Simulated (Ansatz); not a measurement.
Total energies of `Sc1sc(-c2sc(-c3sc(S)c4ccccc34)c3ccccc23)c2ccccc12` from Ansatz at PBE0-D4/def2-TZVP, gas phase (1 Eh = 27.2114 eV = 2625.5 kJ/mol). The reference geometry is relaxed at PBE-D4/def2-SVP.

```json
{"state": "charge 0 singlet", "geometry": "reference", "energy (Eh)": "-2912.60931"}
{"state": "charge 1 doublet", "geometry": "reference", "energy (Eh)": "-2912.37653"}
{"state": "charge 1 doublet", "geometry": "relaxed at PBE-D4/def2-SVP", "energy (Eh)": "-2912.38647"}
{"state": "charge -1 doublet", "geometry": "reference", "energy (Eh)": "-2912.66958"}
{"state": "charge -1 doublet", "geometry": "relaxed at PBE-D4/def2-SVP", "energy (Eh)": "-2912.66980"}
{"state": "free S atom (triplet)", "geometry": "–", "energy (Eh)": "-397.97371"}
{"state": "free C atom (triplet)", "geometry": "–", "energy (Eh)": "-37.80537"}
{"state": "free H atom (doublet)", "geometry": "–", "energy (Eh)": "-0.50104"}
```

Single mean-field runs in def2-TZVP are fitted with def2-universal-jkfit.

Work out the vertical ionisation energy to the doublet.

E(charge 1 doublet) − E(charge 0 singlet) = -2912.37653 − (-2912.60931) = 0.23278 Eh = 6.33 eV. For comparison, −ε of the highest occupied level is 5.31 eV at this level, 1.02 eV less.

Work out the vertical electron affinity, to the doublet.

E(charge 0 singlet) − E(charge -1 doublet) = -2912.60931 − (-2912.66958) = 0.06027 Eh = 1.64 eV. The basis lacks diffuse functions, which makes affinities too small.

Give the fundamental gap IE − EA, the Mulliken electronegativity (IE + EA)/2 and the hardness (IE − EA)/2.

From the values in Eh: IE − EA = 0.23278 − 0.06027 = 0.17251 Eh = 4.69 eV; (IE + EA)/2 = 3.99 eV; (IE − EA)/2 = 2.35 eV. The HOMO–LUMO gap of the same run is 2.71 eV, 1.98 eV smaller than the fundamental gap.

How much does the charge 1 doublet relax, and what is the adiabatic ionisation energy?

Relaxation: -2912.37653 − (-2912.38647) = 0.00994 Eh = 0.27 eV. Adiabatic ionisation energy: 0.22284 Eh = 6.06 eV, without zero-point energy. 

How much does the charge -1 doublet relax, and what is the adiabatic electron affinity?

Relaxation: -2912.66958 − (-2912.66980) = 0.00022 Eh = 0.01 eV. Adiabatic electron affinity: 0.06049 Eh = 1.65 eV, without zero-point energy. 

What is the binding energy per atom against free atoms?

Atoms: 5 × (-397.97371) + 24 × (-37.80537) + 14 × (-0.50104) = -2904.21199 Eh. Binding: -2904.21199 − (-2912.60931) = 8.39732 Eh = 228.50 eV, or 5.31 eV for each of 43 atoms (no zero-point energy, no counterpoise term).
